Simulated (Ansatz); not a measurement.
Bond stretch in SiS, singlet.

Method: CCSDT(Q) on RHF/cc-pVTZ, frozen core run with Ansatz (a quantum-chemistry and plane-wave program).

The batch members p0 to p3 hold the bond at 1.44, 1.52, 1.65, 1.73 Å.

Ansatz input:

Ansatz 0.2 input:
```yaml
# input.yaml
basis:
  gaussian: { orbitals: cc-pvtz }
correlation:
  method: ccsdt_q
  electrons: outside_noble_gas
scf:
  omitted_lower_state_checks: [cluster_reference, increment]
batch:
  members: [p0.yaml, p1.yaml, p2.yaml, p3.yaml]

# p2.yaml, one of the 4 members of this batch
crystal:
  periodic: [false, false, false]
  atoms:
    - { symbol: Si, position_ang: [0.0, 0.0, 0.0] }
    - { symbol: S, position_ang: [0.0, 0.0, 1.65] }
total_charge: 0
magnetization:
  spin_polarized: false
```

Lines of the output on each member:

```
Member 1: Total energy: -18683.24316682 eV, -686.5965224236 hartree
Member 1: Checks for a lower state left out: cluster_reference, increment
Member 0: Total energy: -18679.68303787 eV, -686.4656900978 hartree
Member 0: Checks for a lower state left out: cluster_reference, increment
Member 3: Total energy: -18687.92210786 eV, -686.7684703353 hartree
Member 3: Checks for a lower state left out: cluster_reference, increment
Member 2: Total energy: -18686.74104671 eV, -686.7250671385 hartree
Member 2: Checks for a lower state left out: cluster_reference, increment
```

The T1 diagnostic of CCSD on the restricted reference of RCCSDT(Q) exceeds 0.045 at 2.43 to 3.50 Å.
